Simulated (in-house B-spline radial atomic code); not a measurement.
**Ionising N²⁺ with different functionals**

Computed with an all-electron radial atomic-structure program (B-spline basis): non-relativistic Hamiltonian, point nucleus, spin-polarised at highest spin, spherical fractional occupations for the functionals, the average over the highest-spin determinants for Hartree-Fock. The ionisation energy is the difference of two self-consistent energies, [He] 2s2 2p1 → [He] 2s2, without Breit or QED terms; ε is the level of the shell that loses the electron (its least bound occupied spin orbital).

Hybrids are left out here: with spherical fractional occupations of an open shell their exact exchange keeps a self-interaction that integer-occupation calculations don't have.

```tsv
method	rung	ΔSCF (eV)	-ε(2p) (eV)
Hartree-Fock	Hartree-Fock	47.19	47.81
LDA VWN5	LDA	47.76	38.63
LDA PW92	LDA	47.75	38.62
LDA exchange-only	LDA	46.31	37.31
PBE	GGA	47.67	38.53
PBEsol	GGA	47.50	38.42
BLYP	GGA	47.76	38.57
RPBE	GGA	47.57	38.47
PW91	GGA	47.79	38.65
BP86	GGA	47.69	38.58
AM05	GGA	47.47	38.40
OLYP	GGA	47.50	38.50
TPSS	meta-GGA	47.50	38.54
SCAN	meta-GGA	47.36	38.61
r2SCAN	meta-GGA	47.31	38.59
M06-L	meta-GGA	47.30	38.48
revTPSS	meta-GGA	47.32	38.41
```

Question: How do they compare with the NIST value?

Answer: NIST lists 47.445 eV ± 0.0025 (semi-empirical, ground level to ground level). Errors run from -1.14 to +0.34 eV; AM05 is closest (+0.02 eV), but part of that can be cancellation, since the calculations leave out relativity, Breit-QED terms, multiplet and fine-structure energies. Hartree-Fock also lacks correlation.
